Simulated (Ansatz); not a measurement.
Consider the hydrogenolysis of a Ge–I bond: `[OH][GeH2][I]` + H₂ → `[OH][GeH3]` + HI.

Program: Ansatz. Geometries: PBE0-D4/def2-TZVP. ΔE: electronic, gas phase. CBS: MP2 limit from def2 TZ/QZ plus the TZ coupled-cluster correction, frozen cores. This one scheme is used for every species. DFT in def2-TZVPP. B3LYP here is the variant with VWN-RPA as its local correlation; programs differ in this. Elements past krypton have def2 core potentials. For Ge, I outer-core shells are correlated without core-valence functions, which leaves a few kJ/mol of doubt a bond. Scalar relativity is left out up to krypton. Each species was taken in one conformer, which may not be the lowest.

`[OH][GeH2][I]`:

Cartesian coordinates in Å:
```
O 1.324 0.573 -0.032
Ge -0.402 0.187 -0.072
I -0.850 -1.821 1.378
H 1.880 -0.161 -0.303
H -0.853 -0.186 -1.492
H -1.100 1.409 0.521
```

H₂:

```xyz
2

H     0.231    0.288    0.058
H    -0.231   -0.288   -0.058
```

`[OH][GeH3]`:

Cartesian coordinates in Å:
```
O 1.062 -0.546 0.676
Ge -0.416 0.132 -0.054
H 1.814 -0.516 0.082
H -1.478 -0.010 1.039
H -0.795 -0.669 -1.315
H -0.187 1.609 -0.429
```

HI:

Z-matrix (Å, degrees):
```
I
H 1 1.610
```

```tsv
level	ΔE (eV)
PBE0-D4	0.78
B3LYP	0.68
CCSD/def2-TZVPP	0.65
MP2/CBS(def2)	0.91
```

**Question.** What does CCSD(T)/CBS give? (An estimate is asked.)

**Answer.** The calculation gave: +0.78 eV. The listed levels differ from it by 0.00, -0.10, -0.13, 0.13 eV.

Largest T1 diagnostic among the species: 0.011.

At CCSD(T), def2-SVP lies −0.17 eV from the extrapolated value and def2-TZVPP −0.08 eV. The D4 term adds +0.09 eV with B3LYP and +0.05 eV with PBE0; it sums over pairs of atoms, weighted by their polarisabilities, and B3LYP, whose exchange is more repulsive, gets the larger term. Leaving LDA and LC-ωPBE aside and taking each functional with its dispersion term where it has one, the values, not all of them listed here, spread over 0.18 eV, from B97M-V to revPBE-D4. LDA lies −0.04 eV from PBE without D4.
